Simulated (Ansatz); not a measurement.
Mulliken charges of CH₃ClOSi (`Cl[SiH]1CO1`) from ωB97M-V/def2-TZVPP in Ansatz (PBE0-D4/def2-TZVP geometry).

```tsv
atom	x (Å)	y (Å)	z (Å)	charge (e)
Cl1	1.187	-1.892	-1.176	-0.182
Si2	-0.016	-0.817	0.056	0.520
C3	-0.180	0.964	-0.091	-0.182
O4	0.674	0.358	0.974	-0.386
H5	-0.982	-1.722	0.697	-0.015
H6	0.403	1.522	-0.820	0.122
H7	-1.023	1.518	0.315	0.123
```

Task: By hand: the dipole of these point charges (1 e Å = 4.8032 D).

Result: Σ q r = (-0.514, 0.004, -0.188) e Å, of length 0.547 e Å = 2.63 D.

Task: How does the dipole of the full density compare? (An estimate is asked.)

Result: Computed: (-0.328, -0.046, -0.162) e Å, 1.77 D; the point charges give 1.49 times that, at 10° from its direction.

Point charges leave out the atoms' own dipoles, such as those of lone pairs, and Mulliken's split depends on the basis, so the two needn't agree.
